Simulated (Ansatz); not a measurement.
Program: Ansatz. Geometries: PBE0-D4/def2-TZVP. ΔE: electronic, gas phase. CCSD(T)/CBS is the MP2 limit (def2-TZVPP, def2-QZVPP) plus CCSD(T) − MP2 in def2-TZVPP, frozen cores. Functionals use def2-TZVPP. B3LYP here is the variant with VWN-RPA as its local correlation; programs differ in this. def2 core potentials past Kr. For In outer-core shells are correlated without core-valence functions, which leaves a few kJ/mol of doubt a bond. One conformer a species, not always the lowest.

`[CH3][In]([CH3])[F]` + `CO[Si](C)(N)F` → trimethylindium + `CO[Si](N)(F)F`  (redistribution)

```csv
level,ΔE (kJ/mol),difference from CCSD(T)/CBS
PBE-D4,-20.2,17.2
r2SCAN-D4,-28.8,8.6
PBE0-D4,-30.6,6.8
B3LYP-D4,-28.5,8.9
ωB97X-V,-29.6,7.8
ωB97M-V,-34.5,2.9
B2PLYP,-34.7,2.7
PBE,-21.4,16.0
r2SCAN,-29.1,8.3
PBE0,-31.7,5.7
B3LYP,-30.4,7.0
HF/def2-TZVPP,-47.4,-10.0
MP2/def2-TZVPP,-45.2,-7.8
SCS-MP2/def2-TZVPP,-43.6,-6.2
CCSD/def2-TZVPP,-45.9,-8.5
CCSD(T)/def2-TZVPP,-43.8,-6.4
HF/def2-QZVPP,-48.1,-10.7
MP2/def2-QZVPP,-41.7,-4.3
SCS-MP2/def2-QZVPP,-40.4,-3.0
HF/CBS(def2),-48.2,-10.8
MP2/CBS(def2),-38.7,-1.3
CCSD/CBS(def2),-39.5,-2.1
CCSD(T)/CBS,-37.4,0
```

Largest T1 diagnostic among the species: 0.014.

From PBE to PBE0 (25 % exact exchange), in def2-TZVPP and without D4, ΔE moves by −10.2 kJ/mol.
